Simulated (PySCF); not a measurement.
Computed IR spectrum (relative IR intensity) of a molecule C2H4BFO2. Geometry optimised at B3LYP-D3(BJ)/def2-SVP. One conformer was computed; it need not be the lowest. The numbers are results of B3LYP-D3(BJ)/def2-SVP (PySCF), not measurements. Harmonic, unscaled wavenumbers; measured fundamentals usually lie a few per cent lower.

ν (cm⁻¹): 175 (w), 333 (w), 344 (w), 545 (w), 659 (vw), 749 (m), 1033 (s), 1173 (vs), 1351 (s), 1396 (m), 1425 (w), 1435 (w), 1523 (vs), 1770 (m), 3152 (vw), 3706 (m) (against the strongest line: vs over 80 %, s over 45 %, m over 15 %, w over 4 %, vw less)

Which molecule gave these data?
(A) CC(=O)B(O)F
(B) O[C@@H]1COB1F
(C) CC(=O)OBF
(D) O=CB(F)CO

A, CC(=O)B(O)F
